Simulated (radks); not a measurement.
Question: Numerical settings for the neodymium ion Nd3+, [Xe] 4f3. All-electron calculation, scalar-relativistic Kohn-Sham, BLYP, spin-unpolarised, spherical densities, finite nucleus; Fermi nuclear charge, rms radius 4.9123 fm. Program: a radial shooting solver on a logarithmic mesh with Libxc functionals. The defaults (mesh step 0.008 in ln r, mesh end at 40 bohr or more with all orbitals vanishing there, Anderson mixing 0.5 over 9 steps, residual threshold near 1e-9 with the energy settled to 1e-9 hartree or 1e-11 of itself, here a cap of 51 iterations) give E = -9622.8004 hartree and 4f at -30.604 eV in 15 iterations. Run on one thread of a shared host, so times are rough (Intel(R) Xeon(R) 6975P-C): 0.09 s of CPU time, 0.09 s wall, 15 iterations on 2213 mesh points. One setting is changed at a time: mesh step in ln r 0.12; mesh step in ln r 0.003; mesh step in ln r 0.2; mesh end (bohr) 8; mesh end (bohr) 1; residual threshold 0.001; residual threshold 0.01; mixing 0.2; linear mixing, mixing 1; linear mixing, mixing 0.2; mixing history 3; iteration cap 2. Which runs fail to converge, and which converge to a wrong energy?

Answer: Not converged within the cap: mesh step in ln r 0.12; mesh step in ln r 0.2; linear mixing, mixing 1; linear mixing, mixing 0.2; iteration cap 2. Settled on a wrong energy, with an occupied level pushed above zero by the early mesh end: mesh end (bohr) 1 (+247 hartree). Apart from these: no run marked as converged misses the energy by more than 1 mhartree.
